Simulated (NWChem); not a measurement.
# C2H7Al; SMILES [AlH2][CH2]C

```xyz
10

Al    -0.1224    -1.2879    -0.0011
H      0.8689    -2.5513    -0.0388
H     -1.7099    -1.5371     0.0366
C      0.6310     0.5376     0.0059
C     -0.3534     1.7173    -0.0047
H      1.3337     0.6012    -0.8584
H      1.3071     0.5972     0.8922
H     -1.0400     1.6907     0.8671
H     -0.9956     1.7108    -0.9101
H      0.1620     2.7014     0.0189
```
Atoms are numbered in this order, from 1.

Results from NWChem. Medium grid unless said otherwise, to which SCAN and Minnesota functionals are sensitive. Structure relaxed at the PBE-D3(BJ)/def2-SVP level. Hybrids' shares of exact exchange are those that their runs print; pure functionals count as 0. The functionals differ in more than this share.

```
row                 share of exact exchange  orbital gap (eV)
------------------  -----------------------  ----------------
PBE/def2-SVP                           0.00              4.20
SCAN/def2-SVP                          0.00              4.78
TPSSh/def2-SVP                         0.10              5.33
B3LYP/def2-SVP                         0.20              5.80
PBE0/def2-SVP                          0.25          withheld
BHandHLYP/def2-SVP                     0.50              8.17
```

Task: Fit a straight line of the last column on the one before it, predict the withheld value, and compare with the run.

Result: 
1. Means of the 5 shown rows: x = 0.160, y = 5.656. Slope Σ(x − x̄)(y − ȳ)/Σ(x − x̄)² = 1.253/0.1720 = 7.286; intercept 4.490.
2. The shown rows scatter about the line by 0.202 (root mean square); the largest residual is -0.29, at PBE/def2-SVP.
3. At x = 0.25 (PBE0/def2-SVP; inside the shown range) the line gives 6.31.
4. The run gives 6.23, -0.08 from the line, 0.4 times the scatter.
